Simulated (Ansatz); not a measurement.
`[GeH3][CH]1N[SiH2]1`, charge 0, multiplicity 1.

(1) Give a relaxed structure at PBE0-D4/def2-TZVP (Ansatz). (Best estimate.)

Answers

(1) Ansatz gave: 
Cartesian coordinates in Å:
```
Ge -0.9520 1.0911 0.9710
C 0.4773 -0.0505 0.3096
N 0.8757 0.2098 -1.1203
Si 0.2716 -1.3944 -0.9159
H -1.4314 0.5855 2.3456
H -0.4692 2.5476 1.1147
H -2.1240 1.0502 -0.0234
H 1.2963 -0.2070 1.0145
H 1.8538 0.4194 -1.2621
H 1.2104 -2.5374 -0.8538
H -1.0085 -1.7142 -1.5799
```
This is one stationary point; other conformers may exist.
